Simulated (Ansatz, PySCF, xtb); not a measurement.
Reaction 0.5 R1 + 0.5 R2 → P1, each structure at its B3LYP-D3(BJ)/def2-TZVP stationary point, reached from a drawn start (curvature not checked).
R1, SiF4 (SMILES F[Si](F)(F)F) (charge 0, multiplicity 1, Z-matrix in Å and degrees):
```
Si
F 1 1.5673
F 1 1.5673 2 109.47
F 1 1.5673 2 109.47 3 -120.00
F 1 1.5673 2 109.47 3 120.00
```
R2: SiCl4 (SMILES Cl[Si](Cl)(Cl)Cl), charge 0, multiplicity 1.
P1, Cl2F2Si (SMILES F[Si](F)(Cl)Cl) (charge 0, multiplicity 1):
```xyz
5

F     -0.10050    -1.00078     1.27585
Si    -0.00950    -0.07922     0.00026
F     -0.13962    -1.00513    -1.26877
Cl    -1.53481     1.24128     0.02146
Cl     1.78432     0.84385    -0.02890
```

```json
[
 {"level": "GFN1-xTB", "reaction energy (meV)": "-217.0", "minus CCSD(T)/CBS(cc-pV(T+d)Z, cc-pV(Q+d)Z)": "-256.2"},
 {"level": "PBE/def2-TZVPP", "reaction energy (meV)": "3.3", "minus CCSD(T)/CBS(cc-pV(T+d)Z, cc-pV(Q+d)Z)": "-36.0"},
 {"level": "revPBE/def2-TZVPP", "reaction energy (meV)": "1.1", "minus CCSD(T)/CBS(cc-pV(T+d)Z, cc-pV(Q+d)Z)": "-38.1"},
 {"level": "r2SCAN/def2-TZVPP", "reaction energy (meV)": "6.7", "minus CCSD(T)/CBS(cc-pV(T+d)Z, cc-pV(Q+d)Z)": "-32.5"},
 {"level": "r2SCAN-D3(BJ)/def2-TZVPP", "reaction energy (meV)": "11.6", "minus CCSD(T)/CBS(cc-pV(T+d)Z, cc-pV(Q+d)Z)": "-27.6"},
 {"level": "r2SCAN-D4/def2-TZVPP", "reaction energy (meV)": "9.2", "minus CCSD(T)/CBS(cc-pV(T+d)Z, cc-pV(Q+d)Z)": "-30.0"},
 {"level": "B97M-V/def2-TZVPP", "reaction energy (meV)": "1.3", "minus CCSD(T)/CBS(cc-pV(T+d)Z, cc-pV(Q+d)Z)": "-38.0"},
 {"level": "B3LYP-D3(BJ)/def2-TZVPP", "reaction energy (meV)": "33.7", "minus CCSD(T)/CBS(cc-pV(T+d)Z, cc-pV(Q+d)Z)": "-5.5"},
 {"level": "PBE0-D4/def2-TZVPP", "reaction energy (meV)": "26.1", "minus CCSD(T)/CBS(cc-pV(T+d)Z, cc-pV(Q+d)Z)": "-13.1"},
 {"level": "BHLYP-D4/def2-TZVPP", "reaction energy (meV)": "28.6", "minus CCSD(T)/CBS(cc-pV(T+d)Z, cc-pV(Q+d)Z)": "-10.6"},
 {"level": "B2PLYP-D4/def2-TZVPP", "reaction energy (meV)": "27.7", "minus CCSD(T)/CBS(cc-pV(T+d)Z, cc-pV(Q+d)Z)": "-11.5"},
 {"level": "MP2/cc-pV(T+d)Z", "reaction energy (meV)": "60.8", "minus CCSD(T)/CBS(cc-pV(T+d)Z, cc-pV(Q+d)Z)": "21.5"},
 {"level": "MP2/cc-pV(Q+d)Z", "reaction energy (meV)": "64.1", "minus CCSD(T)/CBS(cc-pV(T+d)Z, cc-pV(Q+d)Z)": "24.9"},
 {"level": "MP2/CBS(cc-pV(T+d)Z, cc-pV(Q+d)Z)", "reaction energy (meV)": "66.5", "minus CCSD(T)/CBS(cc-pV(T+d)Z, cc-pV(Q+d)Z)": "27.3"},
 {"level": "SCS-MP2/cc-pV(D+d)Z", "reaction energy (meV)": "1.2", "minus CCSD(T)/CBS(cc-pV(T+d)Z, cc-pV(Q+d)Z)": "-38.0"},
 {"level": "SCS-MP2/cc-pV(T+d)Z", "reaction energy (meV)": "49.2", "minus CCSD(T)/CBS(cc-pV(T+d)Z, cc-pV(Q+d)Z)": "10.0"},
 {"level": "CCSD/cc-pV(D+d)Z", "reaction energy (meV)": "-11.8", "minus CCSD(T)/CBS(cc-pV(T+d)Z, cc-pV(Q+d)Z)": "-51.1"},
 {"level": "CCSD/cc-pV(T+d)Z", "reaction energy (meV)": "33.3", "minus CCSD(T)/CBS(cc-pV(T+d)Z, cc-pV(Q+d)Z)": "-6.0"},
 {"level": "CCSD(T)/cc-pV(D+d)Z", "reaction energy (meV)": "-11.4", "minus CCSD(T)/CBS(cc-pV(T+d)Z, cc-pV(Q+d)Z)": "-50.6"},
 {"level": "CCSD(T)/CBS(cc-pV(T+d)Z, cc-pV(Q+d)Z)", "reaction energy (meV)": "39.2", "minus CCSD(T)/CBS(cc-pV(T+d)Z, cc-pV(Q+d)Z)": "0.0"}
]
```

 The comparison column counts from a level with limits of its own.

P less R. No zero-point or thermal terms.

Cores are frozen in the correlated methods. CBS: X⁻³ extrapolation of the correlation energy, Hartree–Fock from the larger set.

Codes used: Ansatz (an electronic-structure program); PySCF for the D3/D4 terms; xtb for the GFN methods. Each number belongs to the level named beside it.
